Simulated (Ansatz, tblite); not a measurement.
Removing an electron: [CdCl4]2- (CdCl4²⁻). The state is a singlet with charge -2. Geometry: PBE0-D4/def2-SVPD. Ansatz, gas phase; energy differences of separate SCF runs; the oxidised species was run as a doublet alone.

```
atom    x (Å)    y (Å)    z (Å)
 Cd1   0.0000  -0.0002   0.0001
 Cl2  -1.6300  -1.5834   1.1390
 Cl3  -1.0961   1.0064  -2.0609
 Cl4   2.0843  -1.2813  -0.6893
 Cl5   0.6417   1.8585   1.6112
```

In the def2 sets Cd takes a core potential; there is no spin–orbit coupling. The xTB rows come from tblite. A multiply charged anion in the gas phase is held together partly by the finite basis. HOMO above LUMO, or a gap near zero within one spin, warns that the state may not be the lowest or that an electron is smeared out.

| level | −HOMO (eV) | vertical IE (eV) | −LUMO (eV) | HOMO–LUMO gap (eV) | remarks |
| --- | --- | --- | --- | --- | --- |
| GFN1-xTB | 5.14 | 6.87 | -0.13 | 5.28 | – |
| GFN2-xTB | 3.79 | 5.83 | -1.31 | 5.10 | – |
| PBE-D4/def2-TZVPD | -1.04 | 1.20 | -5.35 | 4.31 | HOMO above zero (-2 singlet), gap within one spin near zero (-1 doublet) |
| PBE0-D4/def2-TZVPD | 0.27 | 1.83 | -5.95 | 6.22 | – |

Relaxing the oxidised species (PBE0-D4/def2-SVPD) changes its energy by -0.77 eV at PBE0-D4/def2-TZVPD, so the adiabatic ionisation energy to this nearest minimum is 1.06 eV. At PBE-D4/def2-TZVPD it is 0.88 eV. In the charge -1 doublet, Cl3 and Cl4 lie 2.66 Å apart (atoms count from 1), so these atoms are partly bonded to each other.   A HOMO above zero means that the electron is unbound at that level or that self-interaction error raises the level; the energy of removing that electron tells which. Raw xTB energy differences between charge states are shifted by several eV; the methods need an empirical correction for them.
